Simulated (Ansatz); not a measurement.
Start from `BC(=C)BO` and change one atom or group to get `B[C](=C)[AlH2]`.

Ansatz, PBE0-D4/def2-TZVP geometries, multiplicity 1. Each molecule was computed in one conformer, which needn't be the lowest.

| property | `BC(=C)BO` |
| --- | --- |
| size of the dipole moment (B3LYP/def2-TZVPP) / D | 1.64 |
| HOMO–LUMO gap (PBE0/def2-TZVPP) / eV | 5.92 |
| HOMO–LUMO gap (PBE/def2-TZVPP) / eV | 3.54 |
| ideal-gas entropy at 298 K and 1 bar (rigid rotor, harmonic PBE0-D4/def2-TZVP) / J/(mol·K) | 320 |
| size of the dipole moment (ωB97M-V/def2-TZVPP) / D | 1.65 |
| HOMO–LUMO gap (B3LYP/def2-TZVPP) / eV | 5.54 |

**Question.** Give the same properties after the change, and the shifts. (An estimate is asked.)

**Answer.** Computed: 
```json
{"property": "size of the dipole moment (B3LYP/def2-TZVPP) / D", "`B[C](=C)[AlH2]`": "1.25", "shift": "-0.39"}
{"property": "HOMO–LUMO gap (PBE0/def2-TZVPP) / eV", "`B[C](=C)[AlH2]`": "5.36", "shift": "-0.56"}
{"property": "HOMO–LUMO gap (PBE/def2-TZVPP) / eV", "`B[C](=C)[AlH2]`": "3.14", "shift": "-0.40"}
{"property": "ideal-gas entropy at 298 K and 1 bar (rigid rotor, harmonic PBE0-D4/def2-TZVP) / J/(mol·K)", "`B[C](=C)[AlH2]`": "333", "shift": "13"}
{"property": "size of the dipole moment (ωB97M-V/def2-TZVPP) / D", "`B[C](=C)[AlH2]`": "1.23", "shift": "-0.42"}
{"property": "HOMO–LUMO gap (B3LYP/def2-TZVPP) / eV", "`B[C](=C)[AlH2]`": "4.98", "shift": "-0.56"}
```

With PBE0 the HOMO rises by 0.65 eV and the LUMO rises by 0.09 eV, so the gap narrows by about 0.56 eV. PBE moves the HOMO by 0.50 eV and ωB97M-V by 0.75 eV. The zero-point energy changes by -42.4 kJ/mol with -3 modes. Dipoles are sizes alone; their direction can turn. Modes under 60 cm⁻¹, often nearly free rotors, make the harmonic entropy too high.

B3LYP here is the variant with VWN-RPA as its local correlation; programs differ in this.
